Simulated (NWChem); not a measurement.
System: N$_{2}$H$_{3}$ anion

Input file for NWChem:

```
start job
memory heap 200 mb stack 700 mb global 900 mb
charge -1
geometry units angstroms noautoz
  N      0.005488    -0.805974     0.138560
  N      0.077348     0.656455    -0.039253
  H      0.675708    -1.145630    -0.560103
  H      0.307789     1.082281     0.868410
  H     -0.871442     1.007239    -0.226270
end
basis spherical
  N library 6-31+g*
  H library 6-31+g*
end
dft
  xc becke97-2
  iterations 150
  mulliken
end
task dft energy
```

All runs use the structure optimised with B3LYP/def2-SVPD. The highest occupied level is positive, so the extra electron may be held by the finite basis.

Q: Predict the main results of this run. (B97-2/6-31+G* (spherical d).) Quantities: energy (Ha); highest occupied level (eV); orbital gap (eV).

A: 
| Property | Value |
|---|---|
| energy (Ha) | -111.17 |
| highest occupied level (eV) | 2.10 |
| orbital gap (eV) | 3.74 |
